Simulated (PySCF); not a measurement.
## Spinor energies of Mn⁺ (manganese, charge +1)

Start: [Ar] 3d4 4s2; 3d5/2 filled at m_j = -1/2, +1/2, +3/2, +5/2. Calculated with PySCF 2.14 in x2c-TZVPall-2c with one added diffuse shell each of s, p, d type (7s8p5d1f, 63 functions): generalised Hartree-Fock with the X2C-1e Hamiltonian and a Gaussian nucleus; one run each with spin-orbit coupling (SO) switched off, then screened by Boettger's factors. This is a chosen level, not necessarily the ground level.

```
spinor shell  electrons  ε, spin-free (eV)  ε, screened SO (eV)  weight of nominal j (screened SO)  rms radius, screened SO (bohr)
       1s1/2          2            -6614.1              -6614.0                              1.000                          0.0703
       2s1/2          2            -819.97              -819.96                              1.000                           0.302
       2p1/2          2            -693.40              -700.58                              0.984                           0.271
       3s1/2          2            -120.96              -120.96                              1.000                           0.905
       3p3/2          4            -82.536              -82.800                              0.832                           0.974
       3p1/2          2            -82.536              -82.026                              0.663                           0.968
       3d5/2          4            -31.644              -31.628                              0.689                            1.17
       4s1/2          2            -15.747              -15.748                              0.979                            2.95
```

(1) Where does 2p3/2 lie, and what is the 2p spin-orbit splitting (screened SO)?

| quantity | spin-free | screened SO |
| --- | --- | --- |
| E (hartree) | -1156.87990 | -1156.89352 |
| M_J | 4 | 4 |
| ⟨J²⟩ | 20.255 | 20.305 |
| ⟨L²⟩ | 6.248 | 6.267 |
| ⟨S²⟩ | 6.007 | 5.999 |

The determinant has a definite M_J but mixes levels of different J.

Each row is a mean over spinors that exchange with the open shell spreads, by up to 14.288 eV (3p3/2).

Rows whose weight is well below 1 are mixtures of j = l ± 1/2: exchange outweighs spin-orbit coupling there, and the label is only the starting occupation.

Without spin-orbit coupling the j labels of p, d and f shells carry no meaning; the spin-free column gives the mean over the occupied spinors of each nl shell, and its ⟨J²⟩ belongs to a mixture of degenerate components.

Answers

(1) At -689.90 eV, 10.682 eV above 2p1/2.
